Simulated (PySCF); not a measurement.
Vertical excitations of a molecule C6H4N2 from PySCF 2.14.0 with TDDFT-PBE/def2-SVPD, as energy in eV (oscillator strength): 3.59 (0.001), 4.32 (0.000), 4.81 (0.032), 5.49 (0.000), 5.50 (0.194), 5.81 (0.001), 5.94 (0.003), 6.16 (0.123), 6.36 (0.006), 6.39 (0.001). Lowest triplet (TDA): 3.10 eV. The structure is a stationary point at TPSSh-D3(BJ)/def2-SVP. One conformer was computed; it need not be the lowest.

Task: Which structure fits?
(A) C#Cc1ncccn1
(B) N#Cc1cccnc1
(C) N#Cc1ccncc1
(D) C#Cc1cnccn1

Result: C, N#Cc1ccncc1
